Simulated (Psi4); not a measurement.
MP2, SCS-MP2 and SOS-MP2 from spin components

System: ammonia borane (H6BN), singlet, at a GFN2-xTB geometry. Level: MP2/STO-3G in Psi4 1.11. Sums are taken with unrounded values, so a last digit can differ.

The Psi4 input:
```
memory 2 GB

molecule {
0 1
B    -0.91491923    0.11210003   -0.01661920
N     0.73087909   -0.08955061    0.01327617
H    -1.31399349   -0.64168266   -0.84737361
H    -1.09154966    1.25500958   -0.29974635
H    -1.29004994   -0.16052617    1.07999077
H     0.93390981   -1.05286399    0.25124010
H     1.12008257    0.53455889    0.70957279
H     1.10004319    0.13185843   -0.90352092
}

set {
  basis sto-3g
}

energy('mp2')
print_variables()
```

It gave an SCF energy of -81.595909 Eh, a same-spin correlation energy of -0.008309 Eh and an opposite-spin one of -0.090784 Eh.

### Question
Work out the MP2, SCS-MP2 (6/5 and 1/3) and SOS-MP2 (1.3 and 0) correlation and total energies.

### Answer
MP2: -0.090784 + (-0.008309) = -0.099093 Eh, total -81.695002 Eh, as the program printed. SCS-MP2: 1.2 × (-0.090784) + (-0.008309)/3 = -0.111711 Eh, total -81.707620 Eh. SOS-MP2: 1.3 × (-0.090784) = -0.118019 Eh, total -81.713929 Eh. Opposite spins carry 92 % of the MP2 correlation; same-spin pairs are already kept apart by exchange.
